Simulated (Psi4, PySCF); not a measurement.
Input for Psi4:
```
memory 2 GB

molecule {
0 1
  Sr    0.29122395   -0.61094818    0.12088586
  Cl    1.08031446    1.07365832   -1.54654975
  Cl   -1.73128564    0.29199055    1.27633429
}

set basis def2-tzvp
set scf_type pk
set puream true
set d_convergence 1e-8
set dft_radial_points 99
set dft_spherical_points 590

energy('b3lyp')
print_variables()
```

Task: Write the same job for PySCF.

Result: Several could match; the one computed here: 
```python
from pyscf import gto, scf, dft

mol = gto.Mole()
mol.atom = '''
    Sr    0.29122395   -0.61094818    0.12088586
    Cl    1.08031446    1.07365832   -1.54654975
    Cl   -1.73128564    0.29199055    1.27633429
'''
mol.basis = 'def2-tzvp'
mol.ecp = {'Sr': 'def2-tzvp'}
mol.verbose = 4
mol.build()

mf = dft.RKS(mol)
mf.xc = 'b3lyp'
mf.grids.atom_grid = (99, 590)
mf.grids.prune = None
mf.kernel()
```

Both were run: Psi4 gave -951.350381 Eh and PySCF -951.350377 Eh, 0.004 mEh apart.
